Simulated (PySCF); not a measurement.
SMILES ClB(Cl)Br (BBrCl2), singlet (PBE0/def2-SVP optimised geometry):

```
4

B     -0.515     0.000     0.000
Cl    -1.387    -1.507     0.000
Cl    -1.387     1.507     0.000
Br     1.387     0.000     0.000
```

Level of theory: PBE0/def2-TZVP (PySCF).

Question: What are the frontier orbital energies and the dipole moment?

Answer: HOMO-2 -9.71 eV, HOMO-1 -9.19 eV, HOMO -8.68 eV, LUMO -1.85 eV, LUMO+1 0.59 eV; dipole moment 0.00 D.

On the same geometry PySCF with PBE/def2-TZVP gives HOMO-2 -8.27 eV, HOMO-1 -7.90 eV, HOMO -7.33 eV, LUMO -2.74 eV, LUMO+1 -0.38 eV; dipole moment 0.01 D.

Meta-Löwdin charges at PBE0/def2-TZVP: B1 0.06, Cl2 -0.02, Cl3 -0.02, Br4 -0.02.
